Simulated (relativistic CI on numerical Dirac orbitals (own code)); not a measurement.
# Electric-dipole lines of Bi4+

These numbers are calculated, not measured: Dirac-Coulomb-Breit CI, KLI orbitals optimised for each configuration, a model potential for QED, valence Slater integrals scaled by 0.85, P86 correlation estimate, and configurations built on the next ion tied to the tabulated ionisation energy (semi-empirical) (own radial code, finite nucleus).

CI space (outside the closed core [Xe] 4f14): 5d¹⁰6s, 5d¹⁰6p, 5d¹⁰6d, 5d¹⁰7s, 5d¹⁰5f, 5d¹⁰6f, 5d⁹6s², 5d⁸6s6p², 5d⁹6s5f, 5d⁹6s6p, 5d¹⁰7p, 5d⁹6p², 5d⁹6s5g, 5d¹⁰7d, 5d¹⁰8s, 5d⁸6s²6p, 5d¹⁰8p, 5d¹⁰5g, 5d¹⁰8d, 5d¹⁰7f, 5d⁸6s6d², 5d⁹6p6d, 5d⁸6s5f², 5d⁹6s6d. Levels of other configurations are missing.

| λ vac (Å) | Lower | Upper | A (s⁻¹) | gf | Branching (%) |
| --- | --- | --- | --- | --- | --- |
| 704.47 | 5d¹⁰6p ²P°1/2 [2] | 5d¹⁰7s ²S1/2 [9] | 2.28e+09 | 3.40e-01 | 34.2 |
| 709.53 | 5d¹⁰6d ²D3/2 [6] | 5d¹⁰7f ²F°5/2 [54] | 1.28e+09 | 5.81e-01 | n/a |
| 725.14 | 5d¹⁰6d ²D5/2 [7] | 5d¹⁰7f ²F°7/2 [55] | 1.35e+09 | 8.51e-01 | n/a |
| 752.71 | 5d¹⁰6p ²P°1/2 [2] | 5d¹⁰6d ²D3/2 [6] | 6.80e+09 | 2.31e+00 | 88.3 |
| 867.84 | 5d¹⁰6p ²P°3/2 [3] | 5d¹⁰7s ²S1/2 [9] | 4.38e+09 | 9.90e-01 | 65.8 |
| 899.32 | 5d¹⁰6s ²S1/2 [1] | 5d¹⁰6p ²P°3/2 [3] | 3.06e+09 | 1.48e+00 | 100.0 |
| 915.82 | 5d¹⁰6p ²P°3/2 [3] | 5d¹⁰6d ²D5/2 [7] | 5.76e+09 | 4.34e+00 | 100.0 |
| 942.25 | 5d¹⁰6p ²P°3/2 [3] | 5d¹⁰6d ²D3/2 [6] | 8.97e+08 | 4.78e-01 | 11.7 |
| 982.36 | 5d¹⁰6d ²D3/2 [6] | 5d¹⁰6f ²F°5/2 [40] | 1.51e+09 | 1.31e+00 | 77.6 |
| 1015.4 | 5d¹⁰6d ²D5/2 [7] | 5d¹⁰6f ²F°7/2 [39] | 1.75e+09 | 2.17e+00 | 94.5 |
| 1175.1 | 5d¹⁰5f ²F°7/2 [13] | 5d¹⁰5g ²G9/2 [43] | 3.44e+09 | 7.12e+00 | 96.6 |
| 1179.0 | 5d¹⁰5f ²F°5/2 [14] | 5d¹⁰5g ²G7/2 [44] | 3.05e+09 | 5.09e+00 | 86.1 |
| 1183.8 | 5d¹⁰6s ²S1/2 [1] | 5d¹⁰6p ²P°1/2 [2] | 1.36e+09 | 5.70e-01 | 100.0 |
| 2053.5 | 5d¹⁰7d ²D3/2 [36] | 5d¹⁰7f ²F°5/2 [54] | 3.87e+08 | 1.47e+00 | n/a |
| 2114.5 | 5d¹⁰7d ²D5/2 [37] | 5d¹⁰7f ²F°7/2 [55] | 4.46e+08 | 2.39e+00 | n/a |
| 2211.0 | 5d¹⁰6d ²D5/2 [7] | 5d¹⁰7p ²P°3/2 [24] | 5.21e+08 | 1.53e+00 | 31.9 |
| 2587.5 | 5d¹⁰6d ²D3/2 [6] | 5d¹⁰7p ²P°1/2 [17] | 4.13e+08 | 8.29e-01 | 25.4 |
| 3660.4 | 5d¹⁰8p ²P°1/2 [41] | 5d¹⁰8d ²D3/2 [49] | 1.62e+08 | 1.30e+00 | 5.5 |
| 3772.7 | 5d¹⁰8p ²P°1/2 [41] | 5d¹⁰8d ²D3/2 [47] | 2.19e+08 | 1.87e+00 | 9.0 |
| 4304.1 | 5d¹⁰8p ²P°3/2 [42] | 5d¹⁰8d ²D5/2 [50] | 3.76e+08 | 6.26e+00 | 37.7 |
| 4860.6 | 5d¹⁰7d ²D5/2 [37] | 5d¹⁰8p ²P°3/2 [42] | 2.09e+08 | 2.97e+00 | 21.4 |
| 5284.0 | 5d¹⁰8s ²S1/2 [38] | 5d¹⁰8p ²P°3/2 [42] | 1.71e+08 | 2.86e+00 | 17.4 |
| 5748.5 | 5d¹⁰7d ²D3/2 [36] | 5d¹⁰8p ²P°1/2 [41] | 1.61e+08 | 1.59e+00 | 12.3 |
| 6986.6 | 5d¹⁰8s ²S1/2 [38] | 5d¹⁰8p ²P°1/2 [41] | 8.04e+07 | 1.18e+00 | 6.2 |
| 7391.0 | 5d¹⁰6f ²F°7/2 [39] | 5d¹⁰5g ²G9/2 [43] | 4.97e+07 | 4.07e+00 | 1.4 |
| 7520.6 | 5d¹⁰6f ²F°5/2 [40] | 5d¹⁰5g ²G7/2 [44] | 4.46e+07 | 3.03e+00 | 1.3 |
| 10465.2 | 5d¹⁰7d ²D3/2 [36] | 5d¹⁰6f ²F°5/2 [40] | 1.93e+07 | 1.90e+00 | 1.0 |
| 12703.7 | 5d¹⁰7d ²D5/2 [37] | 5d¹⁰6f ²F°7/2 [39] | 1.18e+07 | 2.28e+00 | 0.6 |
| 20850.2 | 5d¹⁰8d ²D3/2 [47] | 5d¹⁰7f ²F°5/2 [54] | 3.73e+06 | 1.46e+00 | n/a |
| 28690.0 | 5d¹⁰8d ²D5/2 [50] | 5d¹⁰7f ²F°7/2 [55] | 2.65e+06 | 2.61e+00 | n/a |

Terms are leading LS components. Brackets give the number of a level in order of energy, since labels repeat. The list gives strong lines, with weight on those to low levels, without configurations that were not tied to measured data, without lines whose two gauges differ by over a factor of 2.5, among the lowest 168 of 1969 levels, so that lines to higher ones, which can be the strongest, are missing, and without 5 lines that miss the measured interval by over 7 %, start from a term whose rates miss tabulated ones by over 60 %, have gauges far apart or, lacking measured levels, span too small a gap for the errors found; lines with a level outside our table were not tested and can miss by more. Levels whose partners in the same complex of configurations lie outside the list can be far off, and so can their lines. Rates are taken at the computed energies, electric ones in the length gauge.

Configurations that consist of the next ion and one excited electron were tied to the tabulated ionisation energy; Rydberg ones are usually within 1,000 to 3,000 cm⁻¹ and the lowest ones within about 6,000 (9,000 in d shells), while levels on excited terms of the next ion carry the error of that term, and the other configurations can be misplaced by 10,000 cm⁻¹ or more. Rates follow the energies as ν³ (E1, M1) or ν⁵ (E2), so rates, branching and lifetimes can be off by large factors. Levels and lines within the n = 5 or 6 shells can be off by up to 10 % or somewhat more, and those that change n by about 2 %, since core polarisation is missing. 12 of the 12 excited levels that our extract of the measured tables holds in this range could be paired (the sources list more); they are missed by 15345 cm⁻¹ on average and 49085 at most, and levels without a partner can miss by more. Levels that differ in their count of f electrons can be misplaced by several ten thousand cm⁻¹, since the correlation energy of f electrons is missing or only estimated; rates across such gaps can be off by orders of magnitude.

LS names give the leading component of a level, which can be under half, so a name can repeat, a term be missing and a line seem to break the LS rules.
